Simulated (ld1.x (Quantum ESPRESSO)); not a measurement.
# Before and after: PAW potential for I (Z = 53)

I (Z = 53), PAW, made with ld1.x (Quantum ESPRESSO) 7.5 (PBE, scalar-relativistic). Core [Kr] 4d10, reference 5s2 5p3 (charge +2). Waves: 5s (bound): rcut 1.65, rcutus 1.95 bohr; 5s channel at 2.3 Ry: rcut 1.65, rcutus 1.95 bohr; 5p (bound): rcut 1.60, rcutus 1.90 bohr; 5p channel at -1.4 Ry: rcut 1.60, rcutus 1.90 bohr. Local part: all-electron potential smoothed inside 1.65 bohr (lloc = -2). Core correction: Bessel-smoothed model core, default radius (core density twice the valence density). Augmentation charge: PSQ, inside the norm-conserving radii.

All-electron outer shells of the reference configuration (PBE, scalar-relativistic, ld1.x):

| shell | level (eV) | outermost node (bohr) | outermost maximum (bohr) |
| --- | --- | --- | --- |
| 5s | -36.00 | 0.88 | 1.68 |
| 5p | -24.48 | 0.96 | 1.92 |

Change: waves 5s (bound): rcut 1.65, rcutus 1.84 bohr; 5s channel at 2.3 Ry: rcut 1.65, rcutus 1.84 bohr.

Cutoffs: the cutoffs (Ry, on a coarse ladder) from which the occupation-weighted sum of valence levels, in a spherical-Bessel basis at the reference potential, stays within 10 and 1 mRy of its value at 400 Ry; they do not see the model core or the augmentation charge, which bear on the density cutoff. Errors are all-electron minus pseudo energies relative to the spin-unpolarised reference configuration.

Q: What does the change do?

A: The potential gets harder (10 Ry and 25 Ry → 12 Ry and 25 Ry); both files keep a bound ghost (d); the number of tests with a reliable result goes from 7 to 5 (the test run of the changed file stopped, so its transferability is not established); the errors of the 5 common tests hardly move. A smaller radius makes the pseudo-wave follow the all-electron one further in, where it bends more sharply, so more plane waves are needed.

```csv
quantity,base,changed
"cutoff, loose",10 Ry,12 Ry
"cutoff, tight",25 Ry,25 Ry
loose cutoff by channel (10 mRy a level),"s 6 Ry, p 6 Ry","s 10 Ry, p 6 Ry"
bound ghosts,d,d
tests with a reliable result,7 of 7,5 of 7 (the test run stopped)
"error for 5s2 5p5, meV [ΔE -30.98 eV]",-14,-15
"error for 5s2 5p4, meV [ΔE -19.85 eV]",-3.8,-3.9
"error for 5s2 5p2, meV [ΔE 29.33 eV]",-29,-29
"error for 5s2 5p5.3, meV [ΔE -32.76 eV]",-17,-17
"error for 5s1 5p5, meV [ΔE -8.87 eV]",+3.8,+3.6
lowest overlap eigenvalue by channel,"s 0.58, p 0.55","s 0.58, p 0.55"
```

 A true bound ghost makes a file unfit for plane-wave use even where its test errors are small: the radial tests pick states by their node count and pass the ghost by.
